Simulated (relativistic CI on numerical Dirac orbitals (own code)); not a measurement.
## Fe2+: 3p photoemission

Computed with this model: Dirac-Coulomb-Breit CI, KLI orbitals optimised for each configuration, QED by a radiative potential, valence Slater integrals scaled by 0.9, multiplet model of photoemission in the sudden approximation; configurations [Ar] 3d6 → [Ne] 3s2 3p5 3d6; 300 K; Lorentzian 0.8 eV and Gaussian 0.6 eV FWHM. Energies are those of the free ion, without screening or charge transfer. The energies are binding energies and can lie tens of eV above those of solids. S is read from ⟨S²⟩ = S(S + 1).

Field parameters in Wybourne normalisation: D3d B²₀ = −7Dσ, B⁴₀ = −14Dq − 21Dτ, B⁴₃ = −14√(10/7) Dq; D4h B²₀ = −7Ds, B⁴₀ = 21(Dq − Dt), B⁴₄ = 21√(5/14) Dq; Oh B⁴₀ = 21Dq, B⁴₄ = √(5/14) B⁴₀. The field is a parameter set, without covalency.

free ion: ground-state S = 2.00, centroid 89.45 eV. Peaks (eV, height): 81.9 (100), 83.6 (99), 85.8 (34), 89.0 (51), 93.4 (7), 100.3 (18), 103.6 (51), 104.8 (38).

D3d, 10Dq = 7900, Dσ = 530, Dτ = -130 cm⁻¹: ground-state S = 2.00, centroid 89.46 eV. Peaks (eV, height): 82.2 (100), 83.7 (85), 89.3 (42), 100.7 (21), 103.8 (46).

D3d, 10Dq = 12550, Dσ = -840, Dτ = -30 cm⁻¹: ground-state S = 2.00, centroid 89.46 eV. Peaks (eV, height): 82.4 (100), 89.6 (38), 100.9 (23), 103.9 (43).

Oh, 10Dq = 24850 cm⁻¹: ground-state S = 0.01, centroid 89.91 eV. Peaks (eV, height): 86.7 (100), 95.8 (8), 98.9 (9), 100.2 (10).

Oh, 10Dq = 20450 cm⁻¹: ground-state S = 0.02, centroid 89.90 eV. Peaks (eV, height): 86.5 (100), 94.5 (8), 99.1 (12).

D4h, 10Dq = 7700, Ds = 2320, Dt = -30 cm⁻¹: ground-state S = 2.00, centroid 89.46 eV. Peaks (eV, height): 82.3 (100), 89.2 (29), 100.9 (20), 103.8 (43).

Strongest unbroadened transitions for D4h, 10Dq = 7700, Ds = 2320, Dt = -30 cm⁻¹:

| Energy (eV) | Relative strength |
| --- | --- |
| 82.10 | 59.8 |
| 82.11 | 77.8 |
| 82.12 | 100.0 |
| 82.15 | 33.0 |
| 82.16 | 23.3 |
| 82.65 | 49.7 |
| 83.67 | 29.2 |
| 83.68 | 30.7 |
| 83.71 | 30.3 |
| 83.72 | 22.5 |
| 83.78 | 73.4 |
| 89.07 | 40.0 |
| 90.01 | 23.9 |
| 101.04 | 22.2 |
| 103.64 | 22.0 |
| 103.81 | 52.8 |
| 104.00 | 21.8 |
| 105.01 | 21.3 |
